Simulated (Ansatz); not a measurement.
Consider the ligand exchange at the Al–O bond: `[OH][Al]([F])[Cl]` + HCl → `[F][Al]([Cl])[Cl]` + H₂O.

Computed with Ansatz on PBE0-D4/def2-TZVP structures; ΔE is electronic, products minus reactants. CCSD(T)/CBS is frozen-core, at the limit of the def2 triple- and quadruple-zeta sets. One conformer a species, not always the lowest.

```tsv
species	CCSD/def2-QZVPP energy (Eh)
`[OH][Al]([F])[Cl]`	-877.48640
HCl	-460.35504
`[F][Al]([Cl])[Cl]`	-1261.49676
H₂O	-76.35228
```

Work out ΔE.

ΔE = (-1261.49676) + (-76.35228) − (-877.48640) − (-460.35504) = -0.00760 Eh = -20.0 kJ/mol. CCSD(T)/CBS gives -23.2 kJ/mol.

Largest T1 diagnostic among the species: 0.011.

At CCSD(T), def2-SVP lies +3.1 kJ/mol from the extrapolated value and def2-TZVPP +6.0 kJ/mol. Leaving LDA and LC-ωPBE aside and taking each functional with its dispersion term where it has one, the values, not all of them listed here, spread over 10.2 kJ/mol, from HSE06-D4 to CAM-B3LYP-D4. LDA lies +4.6 kJ/mol from PBE without D4. From BLYP to BHLYP (50 % exact exchange), in def2-TZVPP and without D4, ΔE moves by −4.1 kJ/mol.
